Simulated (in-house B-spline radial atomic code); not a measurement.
# Ti³⁺: [Ar] 4s1 (an excited or competing configuration)

Computed with a B-spline radial code for spherical atoms: non-relativistic B3LYP, spin-polarised, spherical fractional occupations, exact exchange averaged over the configuration, point nucleus.

Screening seen three ways: the hydrogenic charge with the same mean radius, Z_r = [3n² - l(l+1)]/(2<r>), the one with the same energy, Z_e = n√(-2ε), and Slater's rules. Values are occupation-weighted means over spin.

```csv
shell,electrons,ε (eV),<r> (bohr),Z_r,Z_e,Slater
1s,2,-4909.6,0.07018,21.37,19.00,21.70
2s,2,-585.37,0.3272,18.34,13.12,17.85
2p,6,-495.74,0.2906,17.20,12.07,17.85
3s,2,-105.12,0.9838,13.72,8.34,10.75
3p,6,-80.181,1.036,12.06,7.28,10.75
4s,1,-30.394,2.537,9.46,5.98,5.20
```

The least bound orbital is 4s up at -30.39 eV, and it is also the most diffuse (<r> = 2.537 bohr).
